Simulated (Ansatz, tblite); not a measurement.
Cost and result up the ladder for GeEt(OEt)3 (C₈H₂₀GeO₃) (32 atoms). The state is a singlet with charge 0. Geometry: PBE-D4/def2-SVP.

```xyz
32

Ge   -0.373    0.001   -0.823
C    -0.328    0.263   -2.757
C    -1.550   -0.360   -3.442
H     0.619   -0.185   -3.123
H    -0.263    1.356   -2.938
H    -1.519   -0.205   -4.540
H    -1.599   -1.451   -3.254
H    -2.493    0.084   -3.064
O    -1.901    0.566   -0.082
C    -1.942    1.582    0.920
C    -1.680    1.038    2.318
H    -1.214    2.397    0.698
H    -2.960    2.028    0.868
H    -1.802    1.837    3.079
H    -2.387    0.218    2.561
H    -0.644    0.649    2.395
O     0.897    0.886    0.110
C     2.272    0.719   -0.223
C     3.114    1.503    0.771
H     2.560   -0.360   -0.197
H     2.478    1.080   -1.261
H     4.193    1.413    0.533
H     2.837    2.577    0.752
H     2.950    1.127    1.802
O    -0.252   -1.774   -0.585
C    -0.519   -2.369    0.683
C     0.693   -2.337    1.608
H    -1.390   -1.875    1.173
H    -0.818   -3.421    0.482
H     0.480   -2.871    2.557
H     1.564   -2.824    1.124
H     0.976   -1.293    1.855
```

Ansatz on 4 threads of Arm Neoverse V2 on a shared host; xTB runs through tblite on one thread. Times are rough, summed over both states, and most runs start from the orbitals of an earlier one. PBE0-D4/def2-SVP serves as the yardstick here, not as an exact answer. The other state is a doublet.

The xTB rows come from tblite. HOMO above LUMO, or a gap near zero within one spin, warns that the state may not be the lowest or that an electron is smeared out.

Raw xTB energies of ions are shifted by several eV.

```json
{"level": "GFN1-xTB", "functions": "93", "vertical IE (eV)": "13.87", "difference from PBE0-D4/def2-SVP (eV)": "4.72", "remarks": "–"}
{"level": "PBE-D4/def2-SVP", "functions": "286", "vertical IE (eV)": "8.41", "difference from PBE0-D4/def2-SVP (eV)": "-0.74", "remarks": "gap within one spin near zero (+1 doublet)"}
{"level": "PBE0-D4/def2-SVP", "functions": "286", "vertical IE (eV)": "9.15", "difference from PBE0-D4/def2-SVP (eV)": "0.00", "remarks": "–"}
{"level": "GFN2-xTB", "functions": "73", "vertical IE (eV)": "13.00", "difference from PBE0-D4/def2-SVP (eV)": "3.85", "remarks": "–"}
```

Q: Estimate how long each takes.

A: GFN2-xTB 0.039 s; GFN1-xTB 0.062 s; PBE-D4/def2-SVP 48 s; PBE0-D4/def2-SVP 63 s. On shared hardware such times vary by a factor of up to 3.
